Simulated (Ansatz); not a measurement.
Reaction (isomerisation): `O[SiH2]SBF` → `F[SiH2]OBS`

Computed with Ansatz on PBE0-D4/def2-TZVP structures; ΔE is electronic, products minus reactants. CCSD(T)/CBS adds triple-zeta CCSD(T) − MP2 to the extrapolated MP2 energy (def2 sets, frozen cores). Functionals use def2-TZVPP. B3LYP here is the variant with VWN-RPA as its local correlation; programs differ in this. Each species was taken in one conformer, which may not be the lowest.

```tsv
level	ΔE (kJ/mol)	difference from CCSD(T)/CBS
PBE-D4	-63.0	16.0
PBE0-D4	-67.5	11.5
B3LYP-D4	-82.0	-3.0
ωB97X-V	-76.5	2.5
ωB97M-V	-76.1	2.9
PBE	-63.0	16.0
r2SCAN	-73.4	5.6
PBE0	-67.4	11.6
B3LYP	-82.1	-3.1
MP2/def2-TZVPP	-76.5	2.5
SCS-MP2/def2-TZVPP	-81.9	-2.9
CCSD/def2-TZVPP	-82.7	-3.7
MP2/def2-QZVPP	-77.3	1.7
SCS-MP2/def2-QZVPP	-82.4	-3.4
HF/CBS(def2)	-98.1	-19.1
CCSD/CBS(def2)	-82.4	-3.4
CCSD(T)/CBS	-79.0	0
```

Largest T1 diagnostic among the species: 0.013.

From PBE to PBE0 (25 % exact exchange), in def2-TZVPP and without D4, ΔE moves by −4.4 kJ/mol. In def2-TZVPP, CCSD(T) changes the Hartree–Fock value by +15.8 kJ/mol (the triples alone add +3.4 kJ/mol) and MP2 by +18.5 kJ/mol.
